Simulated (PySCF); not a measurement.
Geometry:
```tsv
atom	x (Å)	y (Å)	z (Å)
B1	-1.992	0.126	0.681
N2	-0.546	0.742	1.113
C3	0.602	-0.007	0.597
C4	1.940	0.565	0.993
N5	3.078	0.105	0.695
H6	-2.827	0.865	1.184
H7	-2.000	0.147	-0.545
H8	-2.011	-1.011	1.139
H9	-0.508	1.712	0.793
H10	-0.512	0.782	2.134
H11	0.499	-1.046	0.948
H12	0.500	-0.043	-0.499
H13	1.911	1.487	1.607
H14	2.994	-0.746	0.126
```

Level of theory: structure optimised with PBE0-D3(BJ)/def2-SVP, shieldings: GIAO CAM-B3LYP/pcSseg-2, in PySCF 2.14.0 with density-fitted response routines (one averaged value for each set of equivalent atoms, gas phase, one computed conformer, non-relativistic).

References, each an isolated molecule treated in the same way: TMS for $^{13}$C (182.55 ppm), $^{1}$H (31.34 ppm); $^{11}$B (97.88 ppm) against BF3·OEt2; NH3 for $^{15}$N (261.83 ppm).

| atoms | nucleus | count | δ (ppm) |
| --- | --- | --- | --- |
| H14 | $^{1}$H | 1 | ? |
| N5 | $^{15}$N | 1 | 368.8 |
| H6/H7/H8 | $^{1}$H | 3 | 1.99 |
| N2 | $^{15}$N | 1 | 55.5 |
| H9/H10 | $^{1}$H | 2 | ? |
| C3 | $^{13}$C | 1 | 57.1 |
| H11/H12 | $^{1}$H | 2 | 3.35 |
| B1 | $^{11}$B | 1 | -21.6 |
| C4 | $^{13}$C | 1 | 186.1 |
| H13 | $^{1}$H | 1 | ? |

**Question.** Estimate the values marked ?.

**Answer.** 
- H14: 9.94 ppm, hydrogen on a nitrogen bonded to C
- H13: 7.83 ppm, hydrogen on a carbon bonded to C, N
- H9/H10: 3.09 ppm, hydrogen on a nitrogen bonded to C, B

Exchangeable OH/NH protons stand at their gas-phase positions; hydrogen bonding in a real sample shifts them, mostly to higher δ. Hydrogens on boron are broadened and split by $^{11}$B (spin 3/2, 80 %) and 10B (spin 3). Shifts are as computed, not scaled to solution data. Of 1309 compounds with measured shifts, 239 miss one by over three times the rms of a fit or turn the order of signals round; such compounds aren't used in these exercises. Experimental scales use liquid or dissolved standards, which lie at an offset from isolated NH3 (liquid NH3: subtract about 20 ppm). Unscaled 15N shifts of sp2 nitrogen come out 20 to 40 ppm too high even then.
